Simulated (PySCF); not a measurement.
Radial density of P⁺ (phosphorus, charge +1)

UHF, [Ne] 3s1 3p2 3d1, one real determinant (an excited configuration). Calculation: PySCF 2.14, in dyall-av3z (19s12p3d2f, 84 functions); the non-relativistic Hamiltonian (point nucleus).

```tsv
r (bohr)	4πr²ρ (e/bohr)	4πr²(ρα − ρβ)
0.00175	0.07940	0.0003
0.00294	0.2168	0.0008
0.00494	0.5775	0.0020
0.00831	1.477	0.0052
0.0140	3.527	0.0123
0.0235	7.509	0.0259
0.0396	13.20	0.0445
0.0665	17.03	0.0564
0.112	14.18	0.0712
0.188	10.85	0.2059
0.317	15.31	0.3955
0.533	12.29	0.0686
0.896	3.106	0.4216
1.51	2.062	1.9816
2.53	1.167	1.1671
4.26	0.2356	0.2356
7.17	0.01722	0.0172
12.1	1.655e-05	0.0000
```

⟨L²⟩ = 7.77 against 12 for a pure F term, so this real determinant mixes terms. The outer electron is Rydberg-like, and this basis confines it to a smaller radius and binds it less than a complete one would.
